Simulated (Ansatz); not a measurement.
Reaction (cleavage of the Si–Si bond): `O[Si]([SiH3])(Cl)Br` + HBr → `O[Si](Cl)(Br)Br` + SiH₄

Computed with Ansatz on PBE0-D4/def2-TZVP structures; ΔE is electronic, products minus reactants. CCSD(T)/CBS is the MP2 limit (def2-TZVPP, def2-QZVPP) plus CCSD(T) − MP2 in def2-TZVPP, frozen cores. This one scheme is used for every species. DFT in def2-TZVPP. B3LYP here is the variant with VWN-RPA as its local correlation; programs differ in this. HSE06 is defined as in plane-wave codes. For Br outer-core shells are correlated without core-valence functions, which leaves a few kJ/mol of doubt a bond. Scalar relativity is left out up to krypton. One conformer a species, not always the lowest.

| level | ΔE (kJ/mol) | difference from CCSD(T)/CBS |
| --- | --- | --- |
| LDA (SPW92) | -71.9 | 14.3 |
| PBE-D4 | -71.4 | 14.8 |
| revPBE-D4 | -74.3 | 11.9 |
| BLYP-D4 | -76.9 | 9.3 |
| r2SCAN-D4 | -83.1 | 3.1 |
| B97M-V | -83.3 | 2.9 |
| PBE0-D4 | -76.8 | 9.4 |
| r2SCANh-D4 | -84.1 | 2.1 |
| r2SCAN0-D4 | -85.4 | 0.8 |
| HSE06-D4 | -76.9 | 9.3 |
| BHLYP-D4 | -87.2 | -1.0 |
| CAM-B3LYP-D4 | -82.5 | 3.7 |
| ωB97X-V | -82.8 | 3.4 |
| ωB97M-V | -89.0 | -2.8 |
| B2PLYP | -85.6 | 0.6 |
| PBE-QIDH | -86.3 | -0.1 |
| PBE | -71.4 | 14.8 |
| revPBE | -71.0 | 15.2 |
| r2SCAN | -83.5 | 2.7 |
| PBE0 | -77.1 | 9.1 |
| B3LYP | -80.1 | 6.1 |
| r2SCAN0 | -85.9 | 0.3 |
| HSE06 | -77.2 | 9.0 |
| BHLYP | -86.9 | -0.7 |
| CAM-B3LYP | -82.9 | 3.3 |
| LC-ωPBE | -80.5 | 5.7 |
| RPA@PBE/def2-TZVPP | -81.1 | 5.1 |
| HF/def2-SVP | -88.1 | -1.9 |
| CCSD/def2-SVP | -80.6 | 5.6 |
| CCSD(T)/def2-SVP | -79.9 | 6.3 |
| HF/def2-TZVPP | -93.5 | -7.3 |
| MP2/def2-TZVPP | -94.2 | -8.0 |
| CCSD/def2-TZVPP | -83.5 | 2.7 |
| CCSD(T)/def2-TZVPP | -82.8 | 3.4 |
| HF/def2-QZVPP | -93.9 | -7.7 |
| MP2/def2-QZVPP | -96.2 | -10.0 |
| SCS-MP2/def2-QZVPP | -93.8 | -7.6 |
| HF/CBS(def2) | -93.9 | -7.7 |
| MP2/CBS(def2) | -97.5 | -11.3 |
| CCSD/CBS(def2) | -86.9 | -0.7 |
| CCSD(T)/CBS | -86.2 | 0 |

Largest T1 diagnostic among the species: 0.011.

Leaving LDA and LC-ωPBE aside and taking each functional with its dispersion term where it has one, the values spread over 17.6 kJ/mol, from ωB97M-V to PBE-D4. From BLYP to BHLYP (50 % exact exchange), in def2-TZVPP and without D4, ΔE moves by −11.3 kJ/mol. At CCSD(T), def2-SVP lies +6.3 kJ/mol from the extrapolated value and def2-TZVPP +3.4 kJ/mol.
